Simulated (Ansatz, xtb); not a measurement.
**Relative energy of two isomers of C4H7FSi**

We compare X, `C=C/C(F)=C/[SiH3]`, a singlet, with Y, `C=C/C([SiH3])=C\F`, a singlet. Both are isolated molecules in the gas phase, relaxed with PBE0-D3(BJ)/def2-SVP; the shapes shown needn't be the lowest conformers.

X (Å):

```xyz
13

C    -3.1605    0.2352   -0.5709
C    -1.8787   -0.0701   -0.8062
C    -0.7788    0.3539    0.0448
C     0.5260    0.0907   -0.1228
F    -1.1604    1.0871    1.1012
Si    1.8457    0.6994    1.0512
H    -3.4456    0.8353    0.2963
H    -3.9537   -0.1058   -1.2394
H    -1.5937   -0.6694   -1.6753
H     0.7891   -0.5100   -0.9978
H     1.8640    2.1923    1.1192
H     3.1734    0.2247    0.5591
H     1.6282    0.1715    2.4323
```

Y (Å):

```yaml
atoms:
  - { symbol: C, position_ang: [-2.0633, 0.1511, -1.2074] }
  - { symbol: C, position_ang: [-1.4489, -0.4399, -0.1735] }
  - { symbol: C, position_ang: [-0.2644, 0.0801, 0.5077] }
  - { symbol: C, position_ang: [0.2826, -0.5852, 1.5387] }
  - { symbol: F, position_ang: [-0.2081, -1.7335, 1.9947] }
  - { symbol: Si, position_ang: [0.5533, 1.6882, -0.0103] }
  - { symbol: H, position_ang: [-1.7133, 1.0974, -1.6328] }
  - { symbol: H, position_ang: [-2.9468, -0.2953, -1.6692] }
  - { symbol: H, position_ang: [-1.8469, -1.3863, 0.2079] }
  - { symbol: H, position_ang: [1.0189, 1.6180, -1.4283] }
  - { symbol: H, position_ang: [-0.3981, 2.8340, 0.1099] }
  - { symbol: H, position_ang: [1.7263, 1.9239, 0.8840] }
  - { symbol: H, position_ang: [1.1657, -0.2661, 2.1008] }
```

**Question.** Estimate E(Y) − E(X) at the level CCSD(T)/def2-SVP + ΔMP2/def2-TZVPP.

**Answer.** Calculated at CCSD(T)/def2-SVP + ΔMP2/def2-TZVPP: E(Y) − E(X) = +2.7 kcal/mol, so structure X lies lower.

Level by level:

```
                             level              geometry  E(Y) − E(X) (kcal/mol)  departure from the last row (kcal/mol)  job, with rough time for the two
                          GFN2-xTB              GFN2-xTB                      +1.5                                    −1.2              optimisation, 0.23 s
                         HF/STO-3G              GFN2-xTB                      +2.5                                    −0.2              single point, 0.58 s
                r2SCAN-D4/def2-SVP              GFN2-xTB                      +4.4                                    +1.7                 single point, 5 s
              PBE0-D3(BJ)/def2-SVP  PBE0-D3(BJ)/def2-SVP                      +3.5                                    +0.8                optimisation, 60 s
                       HF/def2-SVP  PBE0-D3(BJ)/def2-SVP                      +5.0                                    +2.4           part of the CCSD(T) run
                      MP2/def2-SVP  PBE0-D3(BJ)/def2-SVP                      +3.4                                    +0.7           part of the CCSD(T) run
                  CCSD(T)/def2-SVP  PBE0-D3(BJ)/def2-SVP                      +3.5                                    +0.8                      single point
CCSD(T)/def2-SVP + ΔMP2/def2-TZVPP  PBE0-D3(BJ)/def2-SVP                      +2.7                                                        single point, 80 s
```

As drawn, both hold the same kinds of bond in the same numbers.

None of the levels shown reverses the order. The largest departure from CCSD(T)/def2-SVP + ΔMP2/def2-TZVPP is that of HF/def2-SVP, 2.4 kcal/mol. The last row adds to CCSD(T) the change of the MP2 difference between the two basis sets, here −0.8 kcal/mol.

With thermal terms from frequencies at re-optimised GFN2-xTB minima (ideal gas, soft modes damped towards free rotors, one conformer each, 298.15 K, 1 atm): on the last row, ΔE + ΔZPE = +3.0, ΔH = +2.8, ΔG = +3.3 kcal/mol.

The correlated steps freeze 10 core orbitals. Programs: Ansatz 0.2.0, xtb 6.7.1; the last row on 2 threads of AMD EPYC 7R43 64-Core Processor (Zen 3) on a shared host.
